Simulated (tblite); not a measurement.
Species: C4HF2S (doublet state).
Atom-mapped SMILES: `[F:1][c:2]1[cH:3][c:4][s:5][c:6]1[F:7]` (hydrogens: H8 on C3)

All values are computed: GFN2-xTB (tblite) harmonic vibrations without scaling, gas phase. This tight-binding method is rough: wavenumbers can miss measured ones by several per cent, in bad cases by 10 to 20. Open shells enter through the occupations alone, without spin polarisation, and single modes of such species can be off by tens of per cent.

Harmonic wavenumbers (cm⁻¹): 190.3, 229.6, 249.4, 364.6, 376.3, 461.4, 477.1, 604.0, 703.9, 782.1, 826.8, 969.8, 1099.7, 1152.6, 1315.7, 1511.8, 1617.3, 3163.8.

A = 3425, B = 2445, C = 1427 MHz; mass 118.977 u (most abundant isotopes); point group Cs, symmetry number 1; spin multiplicity 2.

What is the zero-point energy?

½Σν̃ = 8048 cm⁻¹ = 23.01 kcal/mol.

Entropy at 500 K, 1 bar (ideal gas, RRHO, classical rotation)?

Translation 42.83, rotation 29.23, vibration 20.80, spin (R ln 2) 1.38: S = 94.2 cal/(mol K).

And Cp and H(500 K) − H(0)?

Cp = 30.78 cal/(mol K), of which vibrations give 22.83 (their classical limit is 18 R = 35.8); H(500 K) − H(0) = 9.97 kcal/mol without the zero-point energy, 5.99 from vibrations.

How do the functions run with temperature in this model?

```tsv
T (K)	S (cal/(mol K))	Cp (cal/(mol K))	H − H(0) (kcal/mol)	G − H(0) (kcal/mol)	ln q(vib)
150	67.2	15.0	1.55	-8.53	0.47
250	76.3	21.0	3.36	-15.72	1.46
298.15	80.2	23.4	4.43	-19.49	2.01
400	87.7	27.6	7.04	-28.05	3.22
600	100.1	33.1	13.17	-46.87	5.63
900	114.4	37.4	23.83	-79.15	8.95
```

q(vib) and H(0) count from the zero-point level.

Which modes carry the vibrational entropy at 500 K?

190.3 cm⁻¹: 3.21; 229.6 cm⁻¹: 2.85; 249.4 cm⁻¹: 2.69; 364.6 cm⁻¹: 1.98; 376.3 cm⁻¹: 1.92; 461.4 cm⁻¹: 1.56 cal/(mol K); the other 12 give 6.59 together.

What must be added to the electronic energy to get the Gibbs energy at 500 K and 1 bar?

ZPE + [H(500 K) − H(0)] − T·S = 23.01 + 9.97 − 47.12 = -14.14 kcal/mol.

Hindered rotation and anharmonicity are outside this model.
